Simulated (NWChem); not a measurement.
## Correlation energy of iminoborane (H2BN)

SMILES: B=N
```xyz
4

B      0.0000     0.0000    -0.7011
N      0.0000     0.0000     0.5488
H      0.0000     0.0000    -1.8910
H      0.0000     0.0000     1.5544
```
Charge 0, spin multiplicity 1.

All runs are NWChem calculations. All single points use one geometry, from PBE/def2-SVP, a minimum by its harmonic frequencies.

Basis set: def2-TZVP. Each correlation energy counts from its own Hartree-Fock reference.

The correlated methods keep 2 core orbitals frozen. No row is a measurement; the coupled-cluster row has its own basis-set and correlation limits.

Q: One of these methods gave a correlation energy of -327.2 mHa. Which?
A) CCSD
B) MP2
C) CR-CCSD[T]
D) CCSD+T(CCSD)

A: D, CCSD+T(CCSD). The others give -300.3 (MP2), -324.4 (CR-CCSD[T]), -312.0 (CCSD).
